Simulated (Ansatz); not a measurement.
Relaxation of Cl2GaH2O (6 atoms, charge 0, multiplicity 2), to a largest force component of 0.03 eV/Å in at most 50 steps.

Level of theory: UHF/def2-SVP in Ansatz.

```xyz
6
Properties=species:S:1:pos:R:3
Ga 0.035 -0.111 -0.112
H 0.067 -0.607 1.367
Cl 1.823 0.276 -1.237
Cl -1.818 0.153 -1.168
O 0.005 0.057 3.483
H -0.626 -0.569 3.844
```

Question: Where does it end, and by what steps?

Answer: It converged. The force dipped under the threshold on the way, but the program's further checks kept it going. After 42 steps the energy has fallen by 0.601 eV; H2 moved furthest, 1.79 Å. Joined: Ga1–O5 (3.60 → 2.25 Å).

```tsv
step	energy less start (eV)	largest force component (eV/Å)	accepted
0	0.0000	0.510	yes
2	-0.0632	0.738	yes
4	-0.0925	0.161	yes
6	-0.0843	1.721	no
8	-0.1335	0.497	yes
10	-0.1992	0.376	yes
12	-0.3311	0.456	yes
14	-0.4999	0.159	yes
16	-0.5056	0.047	yes
18	-0.5182	0.151	yes
20	-0.5224	0.333	no
22	-0.5316	0.135	yes
24	-0.5379	0.131	yes
26	-0.5556	0.221	yes
28	-0.5640	0.135	yes
30	-0.5791	0.448	yes
32	-0.5706	0.241	no
34	-0.5931	0.075	yes
36	-0.5985	0.224	yes
38	-0.6006	0.019	yes
40	-0.6008	0.022	yes
42	-0.6009	0.028	yes
```

```xyz
6
Properties=species:S:1:pos:R:3
Ga 0.012 -0.561 0.379
H 0.224 -2.094 0.381
Cl 1.658 0.825 0.078
Cl -1.944 0.316 0.011
O -0.108 -0.100 2.579
H -0.356 0.814 2.749
```

Whether the end is a true minimum wasn't checked by a vibrational analysis.

The run took 110 s on 2 threads of Intel(R) Xeon(R) Platinum 8375C CPU @ 2.90GHz (Ice Lake) (shared host), peak memory 0.41 GiB.
